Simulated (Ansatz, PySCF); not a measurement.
Gas-phase reaction in SMILES: Br[C]Br -> [C]Br + Br atom (the Br-C bond at the site shown breaks; other sites are not compared here)
Each molecule is optimised on its own at B3LYP-D3(BJ)/def2-TZVP (Ansatz, a first-principles code). Unstable Hartree-Fock reference: Br[C]Br, [C]Br. High T1 diagnostic, so coupled cluster is less sure: Br[C]Br.
Geometry of the first species:
```
C
Br 1 1.8989
Br 1 1.8989 2 110.45
```
Charge 0, spin multiplicity 1.

Wanted: bond dissociation energy (enthalpy at 298 K, with B3LYP-D3(BJ) rigid-rotor harmonic-oscillator terms from PySCF), in kJ/mol. Valence correlation only, unless marked. UHF or UKS for open shells. Spin-orbit coupling is left out. The frozen core is the preceding noble-gas configuration, with the filled d and f shells of earlier blocks. No relativistic terms. CBS(X,Y): correlation extrapolated as X^-3; Hartree-Fock from the larger set. The bracket is a focal-point correction in the basis named.

RI-MP2/CBS(aug-cc-pVTZ,aug-cc-pVQZ)+[CCSD(T)-MP2]/aug-cc-pVDZ (Ansatz) gives 285.6 kJ/mol.

Another calculation gave 261.1 kJ/mol. Which level was it?
A) PBE/def2-TZVPD (Ansatz)
B) wB97X/def2-TZVPD (Ansatz)
C) revPBE/def2-TZVPD (Ansatz)
D) BHLYP/def2-TZVPD (Ansatz)

B, wB97X/def2-TZVPD (Ansatz). The others give 283.4 (revPBE), 306.5 (PBE), 228.5 (BHLYP) kJ/mol.
